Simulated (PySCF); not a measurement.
**Spinor energies of Fe⁴⁺ (iron, charge +4)**

Start: [Ar] 3d4; 3d3/2 filled at m_j = -3/2, -1/2, +1/2, +3/2. Calculated with PySCF 2.14 in x2c-QZVPPall-2c (11s9p5d4f2g, 109 functions): generalised Hartree-Fock with the X2C-1e Hamiltonian and a Gaussian nucleus; one run each with spin-orbit coupling (SO) switched off, then screened by Boettger's factors.

```json
{"spinor shell": "1s1/2", "electrons": "2", "ε, spin-free (eV)": "-7236.9", "ε, screened SO (eV)": "-7236.9", "weight of nominal j (screened SO)": "1.000", "rms radius, screened SO (bohr)": "0.0675"}
{"spinor shell": "2s1/2", "electrons": "2", "ε, spin-free (eV)": "-945.32", "ε, screened SO (eV)": "-945.28", "weight of nominal j (screened SO)": "1.000", "rms radius, screened SO (bohr)": "0.288"}
{"spinor shell": "2p1/2", "electrons": "2", "ε, spin-free (eV)": "-810.98", "ε, screened SO (eV)": "-820.23", "weight of nominal j (screened SO)": "0.976", "rms radius, screened SO (bohr)": "0.259"}
{"spinor shell": "2p3/2", "electrons": "4", "ε, spin-free (eV)": "-810.98", "ε, screened SO (eV)": "-806.42", "weight of nominal j (screened SO)": "0.988", "rms radius, screened SO (bohr)": "0.261"}
{"spinor shell": "3s1/2", "electrons": "2", "ε, spin-free (eV)": "-174.35", "ε, screened SO (eV)": "-174.34", "weight of nominal j (screened SO)": "1.000", "rms radius, screened SO (bohr)": "0.852"}
{"spinor shell": "3p1/2", "electrons": "2", "ε, spin-free (eV)": "-132.82", "ε, screened SO (eV)": "-134.78", "weight of nominal j (screened SO)": "0.653", "rms radius, screened SO (bohr)": "0.896"}
{"spinor shell": "3p3/2", "electrons": "4", "ε, spin-free (eV)": "-132.82", "ε, screened SO (eV)": "-131.84", "weight of nominal j (screened SO)": "0.826", "rms radius, screened SO (bohr)": "0.901"}
{"spinor shell": "3d3/2", "electrons": "4", "ε, spin-free (eV)": "-77.201", "ε, screened SO (eV)": "-77.213", "weight of nominal j (screened SO)": "0.516", "rms radius, screened SO (bohr)": "0.999"}
```

```tsv
quantity	spin-free	screened SO
E (hartree)	-1267.54835	-1267.57172
M_J	0	0
⟨J²⟩	4.005	3.901
⟨L²⟩	6.003	5.999
⟨S²⟩	6.001	5.997
```

The determinant has a definite M_J but mixes levels of different J.

Each row is a mean over spinors that exchange with the open shell spreads, by up to 15.752 eV (3p3/2).

Rows whose weight is well below 1 are mixtures of j = l ± 1/2: exchange outweighs spin-orbit coupling there, and the label is only the starting occupation.

Without spin-orbit coupling the j labels of p, d and f shells carry no meaning; the spin-free column gives the mean over the occupied spinors of each nl shell, and its ⟨J²⟩ belongs to a mixture of degenerate components.
